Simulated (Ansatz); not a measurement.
Reaction (substitution at a C–B bond): `NB(Cl)CF` + `CNBO` → `CNBOCF` + `NBCl`

Calculated with Ansatz (gas phase, PBE0-D4/def2-TZVP geometries, no zero-point term in ΔE). CCSD(T)/CBS adds triple-zeta CCSD(T) − MP2 to the extrapolated MP2 energy (def2 sets, frozen cores). Functionals use def2-TZVPP. B3LYP here is the variant with VWN-RPA as its local correlation; programs differ in this. One conformer a species, not always the lowest.

`NB(Cl)CF`:

Cartesian coordinates in Å:
```
N 0.352 0.263 1.393
B 0.461 -0.269 0.116
Cl 1.787 -1.378 -0.242
C -0.614 0.063 -0.997
F -0.145 -0.126 -2.285
H -0.365 0.918 1.655
H 0.982 0.018 2.137
H -0.967 1.098 -0.917
H -1.490 -0.586 -0.860
```

`CNBO`:

Cartesian coordinates in Å:
```
C -0.345 1.004 -1.037
N -0.006 -0.265 -0.449
B 0.227 -0.512 0.905
O 0.541 -1.791 1.297
H -1.318 0.978 -1.539
H -0.395 1.760 -0.252
H 0.403 1.331 -1.768
H 0.064 -1.035 -1.097
H 0.149 0.389 1.698
H 0.682 -1.859 2.241
```

`CNBOCF`:

Cartesian coordinates in Å:
```
C -1.188 -1.480 0.953
N -0.318 -0.567 0.250
B -0.646 0.740 -0.103
O 0.234 1.596 -0.744
C 1.560 1.292 -0.884
F 1.739 0.188 -1.701
H -1.436 -2.354 0.342
H -2.117 -0.968 1.203
H -0.736 -1.833 1.885
H 0.548 -0.974 -0.067
H -1.727 1.185 0.152
H 2.024 1.043 0.079
H 2.063 2.133 -1.364
```

`NBCl`:

Z-matrix (Å, degrees):
```
N
B 1 1.383
H 1 1.006 2 123.2
H 1 1.005 2 122.2 3 -180.0
Cl 2 1.768 1 119.7 3 -0.0
H 2 1.191 1 121.5 3 180.0
```

```tsv
level	ΔE (kJ/mol)
B2PLYP	34.7
r2SCAN	36.2
B3LYP	34.9
HF/def2-TZVPP	28.0
```

(1) What does CCSD(T)/CBS give? (An estimate is asked.)

Largest T1 diagnostic among the species: 0.012.

Results:

(1) Computed: +37.9 kJ/mol. The listed levels differ from it by -3.2, -1.7, -3.0, -9.9 kJ/mol.

In def2-TZVPP, CCSD(T) changes the Hartree–Fock value by +5.8 kJ/mol (the triples alone add −1.1 kJ/mol) and MP2 by +9.6 kJ/mol.
